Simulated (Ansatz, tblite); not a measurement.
Forces on PbCl₄ at its PBE-D4/def2-SVP geometry. Total charge 0; singlet.

In the def2 sets Pb takes a core potential; there is no spin–orbit coupling. The xTB rows come from tblite.

GFN1-xTB (tblite), largest force 0.34 eV/Å:

```xyz
5
positions Å, forces eV/Å
Pb    0.000    0.000    0.000    0.000    0.000    0.000
Cl   -2.199    0.411   -0.991    0.305   -0.057    0.138
Cl    0.816   -2.196   -0.707   -0.113    0.305    0.098
Cl   -0.182    0.056    2.439    0.025   -0.008   -0.339
Cl    1.565    1.729   -0.741   -0.217   -0.240    0.103
```

GFN2-xTB (tblite), largest force 0.18 eV/Å:

```
Pb 0.000 0.000 0.000
Cl -0.159 0.030 -0.072
Cl 0.059 -0.159 -0.051
Cl -0.013 0.004 0.177
Cl 0.113 0.125 -0.054
```

PBE-D4/def2-TZVP (Ansatz), largest force 0.38 eV/Å:

```
Pb 0.000 -0.001 0.000
Cl 0.343 -0.064 0.155
Cl -0.127 0.343 0.111
Cl 0.028 -0.009 -0.381
Cl -0.244 -0.270 0.116
```
